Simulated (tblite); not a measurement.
Compound: C₃H₇FO₂S.
Numbering: `[CH3:1][C@H:2]([F:3])[S:4]([CH3:5])(=[O:6])=[O:7]` (hydrogens: H8, H9, H10 on C1; H11 on C2; H12, H13, H14 on C5)

Computed with GFN2-xTB (tblite), gas phase: Langevin dynamics at 400 K from the optimised GFN2-xTB geometry, time step 0.5 fs, friction 0.01 fs⁻¹, 2000 steps.

Start geometry:
```
atom  x, y, z in Å
C1      2.036   -0.210   -0.223
C2      0.704   -0.466    0.427
F3      0.215   -1.710    0.132
S4     -0.528    0.742   -0.258
C5     -2.138    0.008    0.136
O6     -0.373    0.802   -1.681
O7     -0.368    1.961    0.486
H8      1.916   -0.274   -1.303
H9      2.361    0.793    0.036
H10     2.780   -0.934    0.104
H11     0.702   -0.356    1.514
H12    -2.898    0.673   -0.257
H13    -2.190   -0.960   -0.345
H14    -2.218   -0.071    1.212
```

The statistics below take the 31 frames saved every 25 fs from 250 to 1000 fs; their kinetic temperature (all 3N coordinates) averages 361 K.

Task: How do the bond lengths spread?

Result: 
```
  bond  start (Å)  mean (Å)  standard deviation (Å)  shortest (Å)  longest (Å)
 C1–C2      1.504     1.502                   0.039         1.430        1.578
 C2–F3      1.369     1.387                   0.041         1.286        1.466
 C2–S4      1.856     1.868                   0.052         1.788        1.974
 S4–C5      1.812     1.823                   0.047         1.756        1.925
 S4=O6      1.433     1.439                   0.022         1.409        1.489
 S4=O7      1.437     1.438                   0.023         1.390        1.484
 C1–H8      1.088     1.088                   0.033         1.022        1.156
 C1–H9      1.086     1.093                   0.029         1.030        1.137
C1–H10      1.088     1.090                   0.028         1.042        1.143
C2–H11      1.092     1.098                   0.033         1.043        1.161
C5–H12      1.083     1.086                   0.030         1.021        1.149
C5–H13      1.082     1.087                   0.037         1.009        1.163
C5–H14      1.082     1.093                   0.038         1.023        1.198
```

Task: How far does each atom move about its mean position (frames aligned on the start, all atoms weighted alike), and what rms force does it feel?

Result: 
```
atom  rms displacement (Å)  rms force (eV/Å)
  C1                  0.08              2.20
  C2                  0.11              2.15
  F3                  0.21              1.42
  S4                  0.11              2.23
  C5                  0.10              2.22
  O6                  0.18              1.31
  O7                  0.22              1.45
  H8                  0.30              1.20
  H9                  0.31              1.13
 H10                  0.28              0.98
 H11                  0.23              1.17
 H12                  0.69              1.05
 H13                  0.69              1.32
 H14                  0.76              1.27
```

The displacements run from 0.08 to 0.76 Å, the largest at H14.

Task: How widely does the potential energy scatter, against a harmonic estimate?

Result: Mean 0.61 eV above the start, standard deviation 0.109 eV, range 0.37 to 0.87 eV. For 36 classical harmonic modes at 400 K the canonical values are 36kT/2 = 0.62 eV and kT·√(36/2) = 0.146 eV.

The run is classical and short, so these are rough statistics of one trajectory.

What follows is the cost of the whole dynamics run. The run took 10 s of wall time on Arm Neoverse V1, one thread, shared host with 32 logical CPUs at a one-minute load of 12, and the process peaked at 0.18 GiB of memory.
